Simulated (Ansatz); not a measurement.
Species: CHI2, net charge 0, doublet state. It need not be the lowest isomer of its formula. 
Coordinates optimised at B3LYP-D3(BJ)/def2-TZVP (Ansatz, an electronic-structure program):
```
C
H 1 1.0796
I 1 2.0585 2 116.43
I 1 2.0585 2 116.43 3 158.73
```
Charge 0, spin multiplicity 2.

Basis-set convergence of Hartree-Fock and CCSD correlation energies (hartree) with Ansatz. Valence correlation only, unless marked. Open shells are spin-unrestricted. No spin-orbit coupling. Frozen are the shells of the preceding noble gas and the d and f shells that filled before the atom's block. Past Kr the def2 sets carry scalar-relativistic core potentials.

```csv
basis,functions,E(HF),"E(corr, CCSD)"
def2-SVP,71,-631.65995,-0.34052
def2-TZVPP,145,…,…
```

What belongs in the gaps?


- def2-TZVPP, E(HF): -631.72906
- def2-TZVPP, E(corr, CCSD): -0.45550
